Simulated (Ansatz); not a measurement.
`OB(F)Br` + `COC(C)=O` → `COB(O)Br` + `CC(=O)F`  (formal exchange of groups at a B–F bond)

Calculated with Ansatz (gas phase, PBE0-D4/def2-TZVP geometries, no zero-point term in ΔE). CCSD(T)/CBS is the MP2 limit (def2-TZVPP, def2-QZVPP) plus CCSD(T) − MP2 in def2-TZVPP, frozen cores. DFT in def2-TZVPP. B3LYP here is the variant with VWN-RPA as its local correlation; programs differ in this. HSE06 is defined as in plane-wave codes. For Br outer-core shells are correlated without core-valence functions, which leaves a few kJ/mol of doubt a bond. Scalar relativity is left out up to krypton. Each species was taken in one conformer, which may not be the lowest.

| level | ΔE (kJ/mol) | difference from CCSD(T)/CBS |
| --- | --- | --- |
| revPBE-D4 | 40.1 | -2.9 |
| BLYP-D4 | 38.5 | -4.5 |
| r2SCAN0-D4 | 43.7 | 0.7 |
| HSE06-D4 | 41.5 | -1.5 |
| B2PLYP | 42.7 | -0.3 |
| PBE-QIDH | 44.3 | 1.3 |
| revPBE | 39.2 | -3.8 |
| B3LYP | 41.6 | -1.4 |
| CAM-B3LYP | 42.3 | -0.7 |
| LC-ωPBE | 40.9 | -2.1 |
| HF/def2-SVP | 47.3 | 4.3 |
| MP2/def2-SVP | 45.3 | 2.3 |
| CCSD/def2-TZVPP | 43.8 | 0.8 |
| CCSD(T)/def2-TZVPP | 43.6 | 0.6 |
| HF/CBS(def2) | 46.6 | 3.6 |
| MP2/CBS(def2) | 43.2 | 0.2 |
| CCSD(T)/CBS | 43.0 | 0 |

Largest T1 diagnostic among the species: 0.014.

From BLYP to BHLYP (50 % exact exchange), in def2-TZVPP and without D4, ΔE moves by +4.8 kJ/mol. Leaving LDA and LC-ωPBE aside and taking each functional with its dispersion term where it has one, the values spread over 5.7 kJ/mol, from BLYP-D4 to PBE-QIDH.
